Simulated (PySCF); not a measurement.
```xyz
4
charge 0 multiplicity 4, angstrom
Cr    0.0000    0.0000    0.0000
F     0.0022    0.0000    1.7182
F     1.4869    0.0000   -0.8610
F    -1.4891    0.0000   -0.8572
```

All numbers come from UPBE in PySCF with Cr def2-SVP, F def2-SVP; no relativity; density-fitted integrals.

This geometry of CrF₃ is a stationary point at this level.

Q: What is the point group?

A: D3h.

Q: Is it a minimum?

A: Yes: all harmonic wavenumbers are real.

Q: List the harmonic modes with their infrared intensities.

A: 
```json
{"symmetry": "a2''", "ω (cm⁻¹)": "103", "IR (km/mol, summed over degenerate members)": "28.9", "type": "bend"}
{"symmetry": "e'", "ω (cm⁻¹)": "171", "IR (km/mol, summed over degenerate members)": "16.1", "type": "bend"}
{"symmetry": "a1'", "ω (cm⁻¹)": "668", "IR (km/mol, summed over degenerate members)": "0.0", "type": "stretch"}
{"symmetry": "e'", "ω (cm⁻¹)": "783", "IR (km/mol, summed over degenerate members)": "314", "type": "stretch"}
```

Q: What is the atomisation energy, with and without zero-point energy?

A: 1530 kJ/mol without, 1514 kJ/mol with.

In D3h the vibrations span a2'' + 2e' + a1'. The a1' mode carries no infrared intensity, as symmetry demands.

Other isomers or separated fragments may lie lower. Open d and f shells are described by one determinant, and the ground state may have another occupation or spin.
